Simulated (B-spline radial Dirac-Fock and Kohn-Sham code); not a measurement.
These are calculated numbers from a B-spline atomic structure program; the model is configuration-average Dirac-Fock orbitals.

**Question.** This computed X-ray form factor belongs to an atom or ion in its tabulated ground configuration. Which?

| sin θ/λ (Å⁻¹) | f₀ |
| --- | --- |
| 0.06 | 30.958 |
| 0.07 | 30.943 |
| 0.11 | 30.859 |
| 0.14 | 30.772 |
| 0.41 | 29.151 |
| 0.5 | 28.329 |
| 2.3 | 10.596 |
| 3.55 | 5.961 |
| 5.48 | 3.909 |

**Answer.** Tm³⁸⁺, with 31 electrons in [Ar] 3d10 4s2 4p1. f₀ tends to the number of electrons as s goes to zero, which the first rows give only roughly, and the rate of fall reflects the nuclear charge, 69.

**Question.** This computed X-ray form factor belongs to an atom or ion in its tabulated ground configuration. Which?

```tsv
sin θ/λ (Å⁻¹)	f₀
0.05	14.975
0.15	14.780
0.2	14.614
0.4	13.562
0.8	10.571
1.2	8.025
1.6	6.436
2	5.366
4	1.993
```

**Answer.** Rb²²⁺, with 15 electrons in [Ne] 3s2 3p3. f₀ tends to the number of electrons as s goes to zero, which the first rows give only roughly, and the rate of fall reflects the nuclear charge, 37.
